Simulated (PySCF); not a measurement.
TaF₆, SMILES [F][Ta-]([F])([F])([F])([F])[F], charge -1, multiplicity 1.

The structure is a stationary point at B3LYP-D3(BJ)/def2-SVPD. The spin state was assumed, not searched. The isomer is the one that the SMILES or the coordinates give; other isomers of the formula were not compared. The def2 effective core potentials stand for the cores of Ta; spin–orbit coupling is left out.

Two levels are set side by side: PBE/def2-SVPD (PySCF) and B3LYP/def2-SVPD (PySCF). Same geometry, gas phase. Differences are taken from unrounded values.

```
quantity                       PBE
---------------------------  -----
orbital gap (eV)              6.44
highest occupied level (eV)  -4.52
lowest empty level (eV)       1.92
mean polarisability (bohr³)   54.9
```

**Question.** These are the PBE values. What does B3LYP give? (An estimate is asked for; the answer gives what the named calculation found.)

**Answer.** 
```
quantity                     B3LYP  PBE minus B3LYP
---------------------------  -----  ---------------
orbital gap (eV)              8.68            -2.24
highest occupied level (eV)  -6.29             1.77
lowest empty level (eV)       2.39            -0.46
mean polarisability (bohr³)   50.7              4.2
```

Without exact exchange PBE keeps part of each electron's self-repulsion, which lifts occupied levels and narrows the gap. Loosely held outer electrons make PBE densities more polarisable. Differences between two approximate levels are no errors against the true value.

Rough cost on one machine, each run with all the roots and properties that it gave: B3LYP against PBE within a factor of 2.
